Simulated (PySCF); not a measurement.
C6H7NS3Si.
Cartesian coordinates in Å at the PBE0-D3(BJ)/def2-SVP level; atoms count from 1:
```xyz
18
C6H7NS3Si angstrom
C      1.1152    3.0586    1.5603
C      0.5613    2.0229    1.2436
Si    -0.1580    0.4418    0.7313
S      1.1642   -1.1974    1.1918
C      2.2982   -1.1170   -0.2447
C      3.2722   -0.0409   -0.1653
N      4.0345    0.8281   -0.1085
S     -0.6775    0.4141   -1.3521
C     -2.3435   -0.3220   -1.0892
C     -2.4659   -1.0745    0.2223
S     -2.0210   -0.0080    1.6505
H      1.6071    3.9735    1.8415
H      2.8206   -2.0848   -0.2767
H      1.7038   -1.0174   -1.1690
H     -3.0744    0.4983   -1.1360
H     -2.5214   -1.0014   -1.9369
H     -1.8220   -1.9677    0.2288
H     -3.5056   -1.3948    0.3887
```

Method: PySCF 2.14.0, PBE0-D3(BJ)/def2-SVP geometry optimisation, gas phase.

Take the most abundant isotopes and a rigid rotor. The values belong to one conformer with, in the numbering `[CH:1]#[C:2][Si:3]1([S:4][CH2:5][C:6]#[N:7])[S:8][CH2:9][CH2:10][S:11]1`, C2–Si3–S4–C5 -82°, Si3–S4–C5–C6 76°, C2–Si3–S8–C9 -134°, Si3–S8–C9–C10 -22°, S8–C9–C10–S11 56°, C9–C10–S11–Si3 -54°.

Q: Give the principal moments of inertia and the rotational constants in MHz.

A: Ia = 524.74, Ib = 1038.81, Ic = 1116.24 u·Å²; 505379 MHz·u·Å²/I gives A = 963.1, B = 486.5, C = 452.8 MHz.

Q: What kind of rotor is it?

A: An asymmetric top: κ = (2 × 486.5 − 963.1 − 452.8)/(963.1 − 452.8) = -0.87.

Q: What does the inertial defect say?

A: Not planar: Δ = Ic − Ia − Ib = -447.31 u·Å². For a rigid frame Δ = −2 Σ m c², so Σ m c² = 223.65 u·Å² lies off the ab plane: 8.00 from hydrogen and 215.66 from heavier atoms. The atom farthest from that plane is 1.68 Å away.

Q: List the rotational levels J(Ka,Kc) to J = 3 (MHz).

A: Above 0(0,0):
J = 1: 1(0,1) 939, 1(1,1) 1416, 1(1,0) 1450
J = 2: 2(0,2) 2816, 2(1,2) 3261, 2(1,1) 3362, 2(2,1) 4792, 2(2,0) 4793
J = 3: 3(0,3) 5627, 3(1,3) 6027, 3(1,2) 6229, 3(2,2) 7609, 3(2,1) 7618, 3(3,1) 10078, 3(3,0) 10078

Q: Which types of transition are allowed, and where do some lines up to J = 3 fall?

A: The dipole components are |μa| = 3.51 D, |μb| = 2.10 D, |μc| = 0.07 D. Intensities carry the squares of the components, which stand as 1.00 : 0.36 : 0.00 (a : b : c). Some lines, for components of 0.1 D or more:

| type | branch | J(Ka,Kc) | MHz | lower level (cm⁻¹) |
| --- | --- | --- | --- | --- |
| b | Q | 1(1,0) ← 1(0,1) | 510 | 0.031 |
| b | Q | 2(1,1) ← 2(0,2) | 546 | 0.094 |
| b | Q | 3(1,2) ← 3(0,3) | 602 | 0.188 |
| a | R | 1(0,1) ← 0(0,0) | 939 | 0.000 |
| b | R | 2(0,2) ← 1(1,1) | 1400 | 0.047 |
| b | R | 1(1,1) ← 0(0,0) | 1416 | 0.000 |
| b | R | 3(1,2) ← 2(2,1) | 1437 | 0.160 |
| b | Q | 2(2,1) ← 2(1,2) | 1531 | 0.109 |
| b | Q | 3(2,2) ← 3(1,3) | 1583 | 0.201 |
| a | R | 2(1,2) ← 1(1,1) | 1845 | 0.047 |
| a | R | 2(0,2) ← 1(0,1) | 1877 | 0.031 |
| a | R | 2(1,1) ← 1(1,0) | 1912 | 0.048 |
| b | R | 2(1,2) ← 1(0,1) | 2321 | 0.031 |
| b | R | 3(0,3) ← 2(1,2) | 2366 | 0.109 |
| b | Q | 3(3,0) ← 3(2,1) | 2460 | 0.254 |
| b | Q | 3(3,1) ← 3(2,2) | 2468 | 0.254 |
| a | R | 3(1,3) ← 2(1,2) | 2766 | 0.109 |
| a | R | 3(2,2) ← 2(2,1) | 2818 | 0.160 |
| a | R | 3(2,1) ← 2(2,0) | 2825 | 0.160 |
| b | R | 3(1,3) ← 2(0,2) | 3211 | 0.094 |
| b | R | 2(2,1) ← 1(1,0) | 3342 | 0.048 |
| b | R | 3(2,2) ← 2(1,1) | 4248 | 0.112 |
| b | R | 3(2,1) ← 2(1,2) | 4357 | 0.109 |
| b | R | 3(3,1) ← 2(2,0) | 5284 | 0.160 |
| b | R | 3(3,0) ← 2(2,1) | 5286 | 0.160 |

No frequency check. No vibrational averaging or centrifugal distortion is included, and the geometry carries the error of its method. Quadrupole hyperfine structure (14N) is left out.

The run took about 15 min of CPU time (one thread, shared machine). These figures are those of the optimisation.
